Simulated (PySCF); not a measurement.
CH₃Cl₂In. Atoms are numbered in the order given.

```xyz
7

In    -0.1664     0.1666    -0.1297
Cl     2.0160    -0.3736    -0.8612
Cl    -0.7048    -0.9388     1.8896
C     -1.4999     1.4997    -1.1774
H     -2.4188     1.6232    -0.5903
H     -1.7253     1.0598    -2.1586
H     -0.9921     2.4645    -1.3112
```
Charge 0, spin multiplicity 1.

Geometry optimised at B3LYP-D3(BJ)/def2-SVP. The structure was generated by enumeration; whether it is a known compound was not checked. The def2 effective core potentials stand for the cores of In; spin–orbit coupling is left out.

Level of theory: PBE/def2-TZVP in PySCF.

ESP charges are fitted to the potential on shells at 1.4 to 2.0 van der Waals radii. Atomic charges (e):

| atom | Löwdin | ESP fit |
|---|---|---|
| In1 | -0.05 | 0.68 |
| Cl2 | 0.07 | -0.31 |
| Cl3 | 0.07 | -0.30 |
| C4 | -0.50 | -0.55 |
| H5 | 0.14 | 0.15 |
| H6 | 0.14 | 0.17 |
| H7 | 0.14 | 0.16 |
